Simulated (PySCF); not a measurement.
Match each property card to its molecule.

Structures:
1. `c1[s+]cccc1`
2. `[O]=[Mo]([Br])([Br])([Br])[Br]`
3. `COC(=O)c1ccoc1`
4. `CNC1[SiH2]C[SiH2]1`

Card P (geometry PBE0-D3(BJ)/def2-SVP):
* Rotational constants A, B, C: 3.721, 1.668, 1.234 GHz
* Static isotropic polarisability (CAM-B3LYP/def2-SVPD): 97.4 au
* Core binding energies (ΔSCF SCAN, pcX-2 on the ionised atom, pcseg-1 elsewhere, spin-free X2C, 2p3/2 from a spin–orbit splitting computed afterwards within the 2p shell): Si2p3/2 106.3 (×2), C1s 289.6, C1s 290.1, C1s 291.2, N1s 404.7, Si1s 1846.1 (×2) eV
* Lowest singlet excitation (TDDFT CAM-B3LYP/def2-SVPD): 5.42 eV (229 nm, f = 0.002)
* Vertical ionisation energy (ΔSCF CAM-B3LYP/def2-SVPD): 8.42 eV
* Lowest triplet excitation (Tamm–Dancoff) (TDA CAM-B3LYP/def2-SVPD): 5.21 eV
* Point group: C1

Card Q (geometry PBE0-D3(BJ)/def2-SVP):
* Rotational constants A, B, C: 4.699, 1.034, 0.852 GHz
* Static isotropic polarisability (CAM-B3LYP/def2-SVPD): 78.6 au
* Strongest line among the 10 lowest singlet transitions (TDDFT CAM-B3LYP/def2-SVPD): S5 at 6.98 eV (178 nm, f = 0.611)
* 13C chemical shifts (computed TMS as zero) by class (GIAO PBE/pcSseg-1): 163.0 (1 C), 149.3 (1 C), 144.0 (1 C), 123.5 (1 C), 114.0 (1 C), 52.3 (1 C) ppm
* Dipole moment (CAM-B3LYP/def2-SVPD): 2.17 D

Card R (geometry PBE0-D3(BJ)/def2-SVP):
- Rotational constants A, B, C: 5.136, 3.633, 2.128 GHz
- Static isotropic polarisability (CAM-B3LYP/def2-SVPD): 66.3 au
- HOMO energy (CAM-B3LYP/def2-SVPD): -15.01 eV
- Lowest triplet excitation (Tamm–Dancoff) (TDA CAM-B3LYP/def2-SVPD): 3.56 eV
- Vertical ionisation energy (ΔSCF CAM-B3LYP/def2-SVPD): 15.83 eV

Card S (geometry PBE0-D3(BJ)/def2-SVP):
* Rotational constants A, B, C: 0.514, 0.511, 0.283 GHz
* Static isotropic polarisability (CAM-B3LYP/def2-SVPD): 148.3 au
* Dipole moment (CAM-B3LYP/def2-SVPD): 0.28 D
* HOMO energy (CAM-B3LYP/def2-SVPD): -9.30 eV
* Lowest triplet excitation (Tamm–Dancoff) (TDA CAM-B3LYP/def2-SVPD): 0.91 eV

All species are isolated and taken at one optimised geometry (atoms past krypton carry core potentials, spin–orbit coupling is left out). Electronic properties by PySCF. NMR classes are plain means over equivalent atoms (diastereotopic ones count apart unless rotation or inversion swaps them), as if these changed places fast.

Q: Which card belongs to which structure?

A: P = 4, Q = 3, R = 1, S = 2. What ties each card to its structure:
- 1 (card R), [C5H5S]+, monoisotopic mass 97.0 u, 6 heavy atoms: a HOMO at -15.01 eV for the only species of charge +1; an asymmetric top with C = 2.128 GHz, the highest such constant on the cards; polarisability 66.3 au for 50 electrons, the smallest shown.
- 2 (card S), Br4MoO, monoisotopic mass 429.6 u, 6 heavy atoms: an oblate symmetric top (constants that symmetry makes equal differ by optimisation noise) with C = 0.283 GHz, the lowest such constant on the cards; polarisability 148.3 au for 190 electrons, the largest shown; dipole 0.28 D.
- 3 (card Q), C6H6O3, monoisotopic mass 126.0 u, 9 heavy atoms: 6 C in 6 classes; the least shielded carbon (163.0 ppm) is an ester carbonyl carbon; an asymmetric top with C = 0.852 GHz; polarisability 78.6 au for 66 electrons; dipole 2.17 D.
- 4 (card P), C3H11NSi2, monoisotopic mass 117.0 u, 6 heavy atoms: core lines of C, N and Si; point group C1; an asymmetric top with C = 1.234 GHz; polarisability 97.4 au for 64 electrons.
